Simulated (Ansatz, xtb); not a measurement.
**Ranking isomers of C4H4F2Ge**

4 gas-phase structures of C4H4F2Ge, from a drawn sample of its isomers (lower ones may exist). Each was relaxed with GFN2-xTB:

A. `FC1=[CH][GeH2][C](F)=C1`, a singlet
B. `FC1=[C](F)[GeH2][CH]=C1`, a singlet
C. `FC1=[CH][GeH2][CH]=C1F`, a singlet
D. `FC1=[CH][Ge@H]([F])[CH]=C1`, a singlet

Q: Estimate their order in r2SCAN-D4/def2-SVP energy at these geometries, lowest first.

A: Calculated order at r2SCAN-D4/def2-SVP: D (0.0), C (108.4), A (121.5), B (147.9) kJ/mol.

Energies above the lowest of each column, in kJ/mol; the last columns are at B3LYP/def2-SVP geometries and were run for some of them only (a dash: not run or not comparable):

```tsv
structure	GFN2-xTB	HF/STO-3G	r2SCAN-D4/def2-SVP	B3LYP/def2-SVP	CCSD(T)/def2-SVP + ΔMP2/def2-TZVPP
D	0.0	6.3	0.0	0.0	0.0
C	118.6	0.1	108.4	114.7	132.0
A	112.7	0.0	121.5	125.5	147.1
B	130.3	16.3	147.9	–	–
```

CCSD(T)/def2-SVP + ΔMP2/def2-TZVPP puts D lowest of those it was run on; HF/STO-3G picks A. Frequencies (GFN2-xTB) were run for A, C, D alone. ΔMP2 is the change of the MP2 energy from the smaller to the larger basis.

Over these structures GFN2-xTB departs from r2SCAN-D4/def2-SVP by 9.1 kJ/mol on average once a common shift is removed. A GFN2-xTB relaxation took about 0.054 s and the r2SCAN-D4/def2-SVP energy about 1.7 s on a shared host (Ansatz 0.2.0, xtb 6.7.1).
